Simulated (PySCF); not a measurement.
Species: phosphorus tribromide, PBr3.
Structure used (PBE0-D3(BJ)/def2-SVP), in Å, numbered top down from 1:
```xyz
4
PBr3 angstrom
Br     1.5052    0.7261   -1.1268
P      0.4179   -0.2037    0.5882
Br    -1.2017    1.2966    0.9460
Br    -0.7080   -1.8367   -0.4415
```

The calculation used PBE0-D3(BJ)/def2-SVP geometry optimisation, gas phase in PySCF 2.14.0.

Masses are those of the commonest isotopes; rigid-rotor values at the optimised geometry. 

Problem. Give the principal moments of inertia and the rotational constants in MHz.

Solution. Ia = 498.27, Ib = 500.66, Ic = 943.65 u·Å²; 505379 MHz·u·Å²/I gives A = 1014, B = 1009, C = 535.6 MHz.

Problem. Classify the top.

Solution. An oblate symmetric top, as the point group C3v requires two equal moments; the computed ones differ by 0.48 % because the geometry is symmetric only within the optimiser's tolerance: κ = (2 × 1009 − 1014 − 535.6)/(1014 − 535.6) = 0.98.

Problem. What does the inertial defect say?

Solution. Not planar: Δ = Ic − Ia − Ib = -55.28 u·Å². For a rigid frame Δ = −2 Σ m c², so Σ m c² = 27.64 u·Å² lies off the ab plane. The atom farthest from that plane is 0.89 Å away.

Problem. Where do the R-branch lines fall?

Solution. The dipole of 0.44 D lies along the symmetry axis, so ΔK = 0 and J+1 ← J falls at 2B(J+1) for every K: 2.02 GHz, 4.05 GHz, 6.07 GHz, 8.09 GHz, 10.12 GHz for J = 0 to 4.

Problem. Estimate the classical rotational partition function at 10 K, 50 K and 100 K.

Solution. Point group C3v, symmetry number σ = 3; q = (√π/σ)·√((kT/h)³/(ABC)), k/h = 20836.6 MHz/K: 2400 at 10 K, 26800 at 50 K, 75900 at 100 K.

Stationary, but not proved a minimum. Zero-point vibration and centrifugal distortion are left out.
